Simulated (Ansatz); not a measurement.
One geometry of the cluster Ge₃Te₂, several levels of theory.

```yaml
crystal:
  periodic: [false, false, false]
  atoms:
    - {symbol: Ge, position_ang: [0.867671, 0.766854, 0.847853]}
    - {symbol: Ge, position_ang: [1.563258, -0.503515, -1.264900]}
    - {symbol: Ge, position_ang: [-0.962451, -0.128747, -1.057086]}
    - {symbol: Te, position_ang: [-1.578785, 1.737410, 0.700138]}
    - {symbol: Te, position_ang: [0.110297, -1.871992, 0.773996]}
basis:
  gaussian: {orbitals: def2-TZVP, initial_orbitals: start.molden}
hamiltonian: {xc: pbe0, dispersion: d4}
scf: {omitted_lower_state_checks: [starts]}
output: {orbitals: {seedname: orbitals}}
```

The file start.molden holds the orbitals of an earlier run on this structure, at another level or in another basis.

```sh
$ ansatz run in.yaml --threads 4 --pin off --events-out ev --progress --plain --max-ram 4787MiB
```

It prints (some lines left out):

```
Functional definition: PBE0
2079 factors; their error is unknown
mean field evaluation 1: about -184095.0253 eV, gradient 2.1e2 eV
mean field evaluation 2: about -184107.1147 eV, gradient 2.0e1 eV
mean field evaluation 4: about -184119.0838 eV, gradient 1.8e1 eV
mean field evaluation 8: about -184123.3023 eV, gradient 4.9e-1 eV
mean field -184124.38887588 eV, -6766.4464871951 hartree, gradient 1.4e-5 eV, S^2 0.000000; 0 other end points of the search recorded, 0 dependent functions left out
reference -184124.38890095 eV, -6766.4464881165 hartree; 72, 72 occupied and 172, 172 virtual orbitals, 2079 factors
Total energy: -184124.73129062 eV, -6766.4590707049 hartree
Checks for a lower state left out: starts
```

Hardware: 4 threads of Arm Neoverse V2 on a shared host. Wall time 15 s, peak host memory 1.4 GiB.

First input, but with `hamiltonian: {xc: {name: LC-wPBE}}` (abridged; 8 s):

```
Functional definition: LC-wPBE
mean field -184122.54619842 eV, -6766.3787700478 hartree, gradient 1.6e-5 eV, S^2 0.000000
Total energy: -184122.54619843 eV, -6766.3787700480 hartree
Checks for a lower state left out: starts
```

The first input with `hamiltonian: {xc: {name: wB97M-V}}` (abridged; 28 s):

```
Functional definition: wB97M-V
mean field -184134.03121525 eV, -6766.8008366315 hartree, gradient 1.6e-5 eV, S^2 0.000000
Total energy: -184134.03125650 eV, -6766.8008381473 hartree
Checks for a lower state left out: starts
```

First input, but with `hamiltonian: {xc: r2scan, dispersion: d4}` (abridged; 10 s):

```
Functional definition: r2SCAN
mean field -184150.07219623 eV, -6767.3903318092 hartree, gradient 1.8e-5 eV, S^2 0.000000
Total energy: -184150.14319289 eV, -6767.3929408885 hartree
Checks for a lower state left out: starts
```

First input, but with `hamiltonian: {xc: pbe, dispersion: d4}`, `output: {forces: true, orbitals: {seedname: orbitals}}` (abridged; 5.5 s):

```
Functional definition: PBE
mean field -184119.63699222 eV, -6766.2718586916 hartree, gradient 1.6e-5 eV, S^2 0.000000
Total energy: -184120.03473701 eV, -6766.2864755431 hartree
Atom 0 force    -0.101373    -0.067123    -0.081354 eV/Å
Atom 1 force    -0.082572    -0.016647     0.086729 eV/Å
Atom 2 force     0.087505     0.025372     0.115132 eV/Å
Atom 3 force     0.085929    -0.109191    -0.031617 eV/Å
Atom 4 force     0.010511     0.167589    -0.088889 eV/Å
Dipole moment:     0.102286     0.049875    -0.121718 e Å
Checks for a lower state left out: starts
```

The first input with `gaussian: {orbitals: def2-SVP, initial_orbitals: start.molden}`, `correlation: {method: ccsd_t}` and without the key `hamiltonian` (abridged; 73 s):

```
Functional definition: HF
mean field evaluation 16: about -183927.3332 eV, gradient 1.2e1 eV
mean field evaluation 32: about -183924.4803 eV, gradient 4.2e-2 eV
mean field evaluation 64: about -183926.9279 eV, gradient 2.2e0 eV
mean field -183932.23973532 eV, -6759.3851365230 hartree, gradient 1.7e-6 eV, S^2 0.000000; 1 other end points of the search recorded, 0 dependent functions left out; unrestricted orbitals would lower it
mean field evaluation 96: about -183932.2964 eV, gradient 1.6e-1 eV
determinant -183932.23973532 eV, -6759.3851365230 hartree, with singles and doubles -183956.30850650 eV, -6760.2696475495 hartree
determinant -183929.00756316 eV, -6759.2663563869 hartree, with singles and doubles -183953.56998131 eV, -6760.1690086052 hartree
35 core orbitals not correlated: weight in the atoms' cores, before any rotation towards them, 1.000 or more for the frozen orbitals, at most 0.000 for the correlated occupied ones
second order -24.69122557 eV of doubles, -0.00000000 eV of singles
cycle   1  -24.07067742 eV  change   -1.9e-3 eV  update   2.2e-3
cycle   2  -24.07051264 eV  change    1.6e-4 eV  update   1.6e-3
cycle   3  -24.06954704 eV  change    9.7e-4 eV  update   1.0e-3
cycle   4  -24.07100147 eV  change   -1.5e-3 eV  update   3.0e-4
cycle   5  -24.07078625 eV  change    2.2e-4 eV  update   1.3e-4
cycle   6  -24.07066064 eV  change    1.3e-4 eV  update   6.4e-5
cycle   7  -24.07068440 eV  change   -2.4e-5 eV  update   2.2e-5
perturbative correction -1.25288384 eV, -0.0460426320 hartree
Total energy: -183957.56330356 eV, -6760.3157604910 hartree
Checks for a lower state left out: starts
```

Geometry: PBE-D4/def2-SVP.

In the def2 sets Te takes a core potential; there is no spin–orbit coupling. LC-ωPBE has ω = 0.4 bohr⁻¹. Correlated methods freeze 35 core orbitals; core or outer-core shells of Ge, Te are correlated, in sets that lack core-valence functions. The restricted singlet is unstable towards broken spin symmetry in Hartree–Fock (as tested in another run); at PBE0-D4/def2-TZVP, LC-ωPBE/def2-TZVP, ωB97M-V/def2-TZVP, r2SCAN-D4/def2-TZVP and others this wasn't settled. At CCSD(T)/def2-SVP the restricted singlet (for correlated methods, its reference) is unstable: a solution with broken spin symmetry lies lower. Another isomer (singlet) lies 0.50 eV lower at PBE0-D4/def2-TZVP; other spin states weren't run for this one.
